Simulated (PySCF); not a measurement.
**Basis-set dependence of excited states**

Species: C3H8AlBr.
SMILES: `C[CH](C)[AlH][Br]`

TDDFT with PBE0 (PySCF), vertical singlets, core orbitals frozen in the response, spherical d and f functions. The structure is a single PBE0-D3(BJ)/def2-SVP conformer in the gas phase; no vibrational or solvent corrections. The PBE0/6-31G* calculation is non-relativistic and has no spin–orbit coupling, an omission that weighs most on bromine.

How do the low singlets change with the basis? Take 6-31G*, def2-SVP, def2-SVPD, aug-cc-pVDZ, def2-TZVP and def2-TZVPD.

```json
{"basis": "6-31G*", "functions": "108", "diffuse": "no", "S1 (eV)": "4.67", "S2 (eV)": "5.75", "S3 (eV)": "6.18", "S4 (eV)": "6.52", "S5 (eV)": "6.61", "LUMO (eV)": "-1.31", "α (au)": "70.7"}
{"basis": "def2-SVP", "functions": "132", "diffuse": "no", "S1 (eV)": "4.74", "S2 (eV)": "5.77", "S3 (eV)": "6.22", "S4 (eV)": "6.52", "S5 (eV)": "6.74", "LUMO (eV)": "-1.27", "α (au)": "72.1"}
{"basis": "def2-SVPD", "functions": "189", "diffuse": "yes", "S1 (eV)": "4.72", "S2 (eV)": "5.79", "S3 (eV)": "6.20", "S4 (eV)": "6.31", "S5 (eV)": "6.52", "LUMO (eV)": "-1.37", "α (au)": "86.1"}
{"basis": "aug-cc-pVDZ", "functions": "204", "diffuse": "yes", "S1 (eV)": "4.67", "S2 (eV)": "5.75", "S3 (eV)": "6.12", "S4 (eV)": "6.19", "S5 (eV)": "6.47", "LUMO (eV)": "-1.41", "α (au)": "87.0"}
{"basis": "def2-TZVP", "functions": "226", "diffuse": "no", "S1 (eV)": "4.73", "S2 (eV)": "5.80", "S3 (eV)": "6.21", "S4 (eV)": "6.50", "S5 (eV)": "6.51", "LUMO (eV)": "-1.32", "α (au)": "82.4"}
{"basis": "def2-TZVPD", "functions": "283", "diffuse": "yes", "S1 (eV)": "4.71", "S2 (eV)": "5.80", "S3 (eV)": "6.16", "S4 (eV)": "6.23", "S5 (eV)": "6.50", "LUMO (eV)": "-1.35", "α (au)": "87.1"}
```

States are compared by their number. Against the largest diffuse basis here (def2-TZVPD, itself not a converged limit), sets without diffuse functions differ by up to 0.04 eV in S1 and 0.24 eV in S5; the smaller diffuse sets differ by up to 0.04 and 0.03 eV. State by state, the largest deviation of a set without diffuse functions is S1 0.04, S2 0.05, S3 0.06, S4 0.29, S5 0.24 eV. The same number needn't mean the same state in each row. Against def2-TZVPD the polarisability deviates by -19% in 6-31G*, -17% in def2-SVP, -1% in def2-SVPD, 0% in aug-cc-pVDZ, -5% in def2-TZVP.
